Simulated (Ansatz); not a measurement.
One change: `BCBCC` becomes `CBCC`.

Ansatz, PBE0-D4/def2-TZVP geometries, multiplicity 1. Each molecule was computed in one conformer, which needn't be the lowest.

| property | `BCBCC` |
| --- | --- |
| LUMO energy (PBE0/def2-TZVPP) / eV | -1.62 |
| size of the dipole moment (ωB97M-V/def2-TZVPP) / D | 1.06 |
| LUMO energy (B3LYP/def2-TZVPP) / eV | -1.84 |
| HOMO energy (PBE0/def2-TZVPP) / eV | -8.48 |
| HOMO–LUMO gap (PBE0/def2-TZVPP) / eV | 6.86 |
| HOMO–LUMO gap (PBE/def2-TZVPP) / eV | 4.54 |

Question: What does the change do to each property? (An estimate is asked.)

Answer: Ansatz gave: 
```
                                          property  `CBCC`  shift
                LUMO energy (PBE0/def2-TZVPP) / eV   -0.59   1.03
size of the dipole moment (ωB97M-V/def2-TZVPP) / D    0.37  -0.69
               LUMO energy (B3LYP/def2-TZVPP) / eV   -0.82   1.02
                HOMO energy (PBE0/def2-TZVPP) / eV   -8.38   0.10
              HOMO–LUMO gap (PBE0/def2-TZVPP) / eV    7.80   0.94
               HOMO–LUMO gap (PBE/def2-TZVPP) / eV    5.40   0.86
```

With PBE0 the HOMO rises by 0.10 eV and the LUMO rises by 1.03 eV, so the gap widens by about 0.93 eV. PBE moves the HOMO by 0.14 eV and ωB97M-V by 0.08 eV. Dipoles are sizes alone; their direction can turn.

B3LYP here is the variant with VWN-RPA as its local correlation; programs differ in this.
